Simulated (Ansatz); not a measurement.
A run for Ansatz (a quantum-chemistry and plane-wave program): R-CCSD(T)/cc-pV(Q+d)Z on H7NSi2 (SMILES [SiH3]N[SiH3]). The basis file is the Basis Set Exchange's JSON of that set.

Ansatz 0.2 input:
```yaml
crystal:
  periodic: [false, false, false]
  atoms:
    - {symbol: Si, position_ang: [1.51403622, -0.25132681, 0.32367709]}
    - {symbol: N, position_ang: [-0.00600170, -0.38881717, -0.49080260]}
    - {symbol: Si, position_ang: [-1.50974949, 0.39689564, -0.15287376]}
    - {symbol: H, position_ang: [2.61565311, -0.07292532, -0.65364646]}
    - {symbol: H, position_ang: [1.43405118, 0.92483124, 1.21620107]}
    - {symbol: H, position_ang: [1.83950825, -1.44976480, 1.13818999]}
    - {symbol: H, position_ang: [-0.03698614, -1.07773231, -1.23130999]}
    - {symbol: H, position_ang: [-2.51181180, -0.51696483, 0.45239211]}
    - {symbol: H, position_ang: [-2.10656594, 0.93943719, -1.39786671]}
    - {symbol: H, position_ang: [-1.23213370, 1.49636717, 0.79603926]}
basis:
  gaussian:
    orbitals: cc-pV_Q+d_Z.json
magnetization: {spin_polarized: false}
correlation: {method: ccsd_t, electrons: outside_noble_gas}
scf: {lower_state_search: off}
```

Predict the final total energy.

-637.0715 hartree (reference determinant -636.5037, T1 diagnostic 0.010).

How many basis functions does it have, and what does it roughly cost on one machine?

393 functions; very roughly 90 core-minutes.
